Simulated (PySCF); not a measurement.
**Group charges in `CCS(=O)(=O)NS(=O)(=O)F`**

C₂H₆FNO₄S₂.
Numbering: `[CH3:1][CH2:2][S:3](=[O:4])(=[O:5])[NH:6][S:7](=[O:8])(=[O:9])[F:10]` (hydrogens: H11, H12, H13 on C1; H14, H15 on C2; H16 on N6)

Structure used (GFN2-xTB), in Å, numbered top down from 1:
```
atom  x, y, z in Å
C1    -2.317   -0.591   -0.540
C2    -1.124   -0.357    0.365
S3     0.037    0.695   -0.519
O4    -0.547    1.969   -0.796
O5     0.673   -0.002   -1.580
N6     1.210    0.987    0.700
S7     2.301   -0.209    0.785
O8     3.208    0.027    1.840
O9     1.618   -1.436    0.676
F10    3.151    0.029   -0.557
H11   -2.785    0.358   -0.788
H12   -3.047   -1.232   -0.051
H13   -1.990   -1.067   -1.461
H14   -1.387    0.182    1.270
H15   -0.579   -1.267    0.592
H16    1.571    1.922    0.769
```

Atomic charges (e) from the PBE0/pcSseg-1 density (PySCF):

```csv
atom,Mulliken,IAO,Hirshfeld,ESP-fitted
C1,-0.2930,-0.4309,-0.1094,-0.3353
C2,-0.3430,-0.4485,-0.0707,-0.0921
S3,+1.0480,+2.0824,+0.5488,+1.1045
O4,-0.5049,-0.8711,-0.2978,-0.5042
O5,-0.4745,-0.8543,-0.2857,-0.4777
N6,-0.6114,-0.8588,-0.1670,-0.8242
S7,+1.3736,+2.3184,+0.5913,+1.1125
O8,-0.4580,-0.8230,-0.2787,-0.4359
O9,-0.4830,-0.8308,-0.2476,-0.4318
F10,-0.3186,-0.4630,-0.1082,-0.1837
H11,+0.1450,+0.1620,+0.0478,+0.1118
H12,+0.1478,+0.1651,+0.0612,+0.1290
H13,+0.1462,+0.1634,+0.0512,+0.1113
H14,+0.1711,+0.1761,+0.0585,+0.1038
H15,+0.2041,+0.1915,+0.0482,+0.1279
H16,+0.2507,+0.3215,+0.1581,+0.4838
```

Cut each of the bonds C1–C2, C2–S3, N6–S3 and S7–N6 in turn and sum the charges on the side of the atom named first.

In e; the other side holds the opposite charge:

```csv
bond cut,piece,atoms,Mulliken,IAO,Hirshfeld,ESP-fitted
C1–C2,CH3,4,+0.146,+0.060,+0.051,+0.017
C2–S3,C2H5,7,+0.178,-0.021,+0.087,+0.156
N6–S3,SNO2FH,6,-0.247,-0.336,-0.052,-0.279
S7–N6,SO2F,4,+0.114,+0.202,-0.043,+0.061
```

Extremes among these pieces. Mulliken: lowest SNO2FH at N6, highest C2H5 at C2; IAO: lowest SNO2FH at N6, highest SO2F at S7; Hirshfeld: lowest SNO2FH at N6, highest C2H5 at C2; ESP-fitted: lowest SNO2FH at N6, highest C2H5 at C2.

Do the schemes agree better on the pieces than on the single atoms at the cuts?

The spread between schemes averages 0.214 e for the pieces and 0.780 e for the atoms named first; it is smaller for the piece at 4 of the 4 cuts. On average they agree better on the pieces. The sign differs between schemes (beyond ±0.03 e) for SO2F at S7.

One conformer (not necessarily the lowest) at the GFN2-xTB geometry, without solvent, vibrations or thermal averaging.
